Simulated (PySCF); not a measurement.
## Radial density of Yb⁵⁰⁺ (ytterbium, charge +50)

M06-2X, [Ar] 3d2, high-spin 3F determinant. Calculation: PySCF 2.14, in an even-tempered Gaussian basis (16 s from 12 bohr⁻², ratio 2.5; 10 p from 15 bohr⁻², ratio 2.5; 7 d from 15 bohr⁻², ratio 2.5; 4 f from 53 bohr⁻², ratio 2.7; 3 g from 80 bohr⁻², ratio 2.7); the non-relativistic Hamiltonian (point nucleus).

| r (bohr) | 4πr²ρ (e/bohr) | 4πr²(ρα − ρβ) |
| --- | --- | --- |
| 0.000383 | 0.4285 | 0.0000 |
| 0.000645 | 1.169 | 0.0000 |
| 0.00108 | 3.110 | -0.0001 |
| 0.00182 | 7.933 | -0.0002 |
| 0.00307 | 18.86 | -0.0005 |
| 0.00516 | 39.85 | -0.0011 |
| 0.00868 | 69.29 | -0.0018 |
| 0.0146 | 89.04 | 0.0004 |
| 0.0246 | 82.71 | 0.0390 |
| 0.0413 | 93.43 | 0.4582 |
| 0.0695 | 110.8 | 3.1720 |
| 0.117 | 57.42 | 10.3581 |
| 0.197 | 60.82 | 9.9219 |
| 0.331 | 11.76 | 1.2827 |
| 0.556 | 0.1080 | 0.0103 |

A non-relativistic calculation at this Z misses sizeable relativistic shifts. Spin-orbit coupling is strong in this species (close to jj coupling), so the high-spin LS determinant is a model state, not a physical level.
